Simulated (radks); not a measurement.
Neutral samarium: order these configurations by energy. Method: Dirac Kohn-Sham, relativistic LDA (MacDonald-Vosko exchange, VWN5 correlation), spin-unpolarised, spherical densities, finite nucleus; Fermi nuclear charge, rms radius of each element as measured or else 0.836 A^(1/3) + 0.57 fm; computed with a radial shooting solver on a logarithmic mesh with Libxc functionals. Sub-shells are occupied by j as written (lower j first in brackets). [Xe] 4f(5/2: 5, 7/2: 0) 5d(3/2: 1, 5/2: 0) 6s2; [Xe] 4f(5/2: 5, 7/2: 0) 6s2 6p(1/2: 1, 3/2: 0); [Xe] 4f(5/2: 6, 7/2: 0) 5d(3/2: 1, 5/2: 0) 6s1; [Xe] 4f(5/2: 6, 7/2: 0) 6s1 6p(1/2: 1, 3/2: 0); [Xe] 4f(5/2: 6, 7/2: 0) 6s2.

Answer. From the lowest, in eV above it: [Xe] 4f(5/2: 6, 7/2: 0) 6s2 0.000; [Xe] 4f(5/2: 6, 7/2: 0) 5d(3/2: 1, 5/2: 0) 6s1 1.906; [Xe] 4f(5/2: 6, 7/2: 0) 6s1 6p(1/2: 1, 3/2: 0) 2.367; [Xe] 4f(5/2: 5, 7/2: 0) 5d(3/2: 1, 5/2: 0) 6s2 3.079; [Xe] 4f(5/2: 5, 7/2: 0) 6s2 6p(1/2: 1, 3/2: 0) 5.151.
